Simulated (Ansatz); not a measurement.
B₄⁺ was relaxed with B3LYP-D4 (def2-TZVP) in Ansatz in these states: charge +1 doublet, charge +1 quartet. The geometries follow in no particular order.

A:

```xyz
4

B     0.7179    0.7656    0.3005
B    -0.7180   -0.7655   -0.3005
B     0.2016    0.2228   -1.0490
B    -0.2015   -0.2229    1.0490
```

B:

```
atom    x (Å)    y (Å)    z (Å)
  B1  -1.1136   0.3613  -0.1126
  B2   1.1137  -0.3609   0.1124
  B3  -0.0889  -0.5900  -1.0135
  B4   0.0888   0.5897   1.0137
```

Problem. Judge from the bond lengths which geometry belongs to which state (an estimate).

Solution. A is the charge +1 doublet (B2–B3 1.544 Å, B2–B4 1.544 Å, B1–B4 1.544 Å); B is the charge +1 quartet (B2–B3 1.663 Å, B2–B4 1.663 Å, B1–B4 1.663 Å).
